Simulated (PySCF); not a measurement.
O2Si2, SMILES [si]12=[si](o1)o2.

Coordinates come from a B3LYP-D3(BJ)/def2-SVP optimisation.

These are TDDFT-PBE0/def2-SVPD (PySCF) values and carry that method's errors.

Vertical excitations. Gas-phase values at a fixed geometry. State labels are in the subgroup D2h.

Computed lowest excited states:
```tsv
state	symmetry	energy (eV)	λ (nm)	f	main pairs
S1	B3u	3.53	351	0.060	HOMO→LUMO 100 %
S2	B2g	4.51	275	0.000	HOMO→LUMO+1 97 %
S3	Au	5.20	238	0.000	HOMO−2→LUMO 100 %
S4	B3g	5.22	237	0.000	HOMO→LUMO+2 81 %, HOMO−3→LUMO 18 %
S5	B3g	5.51	225	0.000	HOMO−3→LUMO 81 %, HOMO→LUMO+2 18 %
S6	B2g	5.84	212	0.000	HOMO−1→LUMO 97 %
S7	B1g	6.14	202	0.000	HOMO−2→LUMO+1 99 %
S8	B1u	6.69	185	0.075	HOMO→LUMO+3 97 %
S9	B3u	6.80	182	0.162	HOMO−1→LUMO+1 95 %
S10	B2u	6.84	181	0.039	HOMO→LUMO+4 53 %, HOMO−3→LUMO+1 46 %
T1	B3u	2.26	549	0	HOMO→LUMO 92 %
T2	B2g	3.01	411	0	HOMO→LUMO+1 68 %, HOMO−1→LUMO 31 %
T3	B3g	4.29	289	0	HOMO→LUMO+2 93 %
T4	B2g	4.91	253	0	HOMO−1→LUMO 67 %, HOMO→LUMO+1 32 %
```
Triplets are in the Tamm–Dancoff approximation, which puts them higher than full response would, so one can lie above its singlet here.
